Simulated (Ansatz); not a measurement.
The free Ta atom, lowest solution found in each spin (singlets restricted, other states unrestricted); no spin–orbit coupling, and no relativity up to Kr.

Run with Ansatz (Gaussian orbitals).  In def2 rows elements past Kr take small-core potentials, without spin–orbit coupling.

**Question.** One of these levels gives 12.52 kcal/mol for the energy of multiplicity 6 less that of multiplicity 4. Which?
A. PBE0/def2-TZVPP
B. SVWN5/def2-TZVPP
C. wB97M-V/def2-TZVPP

**Answer.** B, SVWN5/def2-TZVPP. The others give 9.32 (PBE0/def2-TZVPP), 21.12 (wB97M-V/def2-TZVPP)

Ansatz is an electronic-structure program.
